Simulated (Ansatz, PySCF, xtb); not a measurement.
Reaction R1 → P1 + P2, each structure at its B3LYP-D3(BJ)/def2-TZVP stationary point, reached from a drawn start (curvature not checked).
R1, Cl3In (SMILES [Cl][In]([Cl])[Cl]) (charge 0, multiplicity 1, Z-matrix in Å and degrees):
```
In
Cl 1 2.3146
Cl 1 2.3146 2 120.00
Cl 1 2.3146 2 120.00 3 180.00
```
P1: ClIn (SMILES [Cl][In]), charge 0, multiplicity 1.
P2: Cl2 (SMILES ClCl), charge 0, multiplicity 1.

```tsv
level	reaction energy (kcal/mol)
GFN1-xTB	40.38
SVWN5/def2-TZVPP	69.45
PBE/def2-TZVPP	63.13
PBE-D3(BJ)/def2-TZVPP	64.32
BLYP/def2-TZVPP	56.03
BLYP-D3(BJ)/def2-TZVPP	58.82
BLYP-D4/def2-TZVPP	58.60
revPBE/def2-TZVPP	60.10
B3LYP/def2-TZVPP	62.41
B3LYP-D3(BJ)/def2-TZVPP	64.82
BHLYP-D4/def2-TZVPP	73.13
M06-2X/def2-TZVPP	75.17
CAM-B3LYP-D3(BJ)/def2-TZVPP	69.87
wB97X-V/def2-TZVPP	75.09
B2PLYP-D3(BJ)/def2-TZVPP	72.00
MP2/def2-SVP	86.11
CCSD/def2-QZVPP	78.10
CCSD(T)/def2-SVP	78.78
CCSD(T)/def2-TZVPP	77.62
CCSD(T)/CBS(def2-TZVPP, def2-QZVPP)	78.57
```

P less R. No zero-point or thermal terms; no spin–orbit coupling.

Cores are frozen in the correlated methods. In cc and def2 sets filled d and f shells under p-block atoms count as core. CBS(a, b) extrapolates the correlation energy as X⁻³ and adds the Hartree–Fock energy of set b.

Codes used: Ansatz (a first-principles code); PySCF for M06-2X and the D3/D4 terms; xtb for the GFN methods. All values are computed, each at the level named. Elements past Kr take the def2 small-core potentials, without spin–orbit coupling.
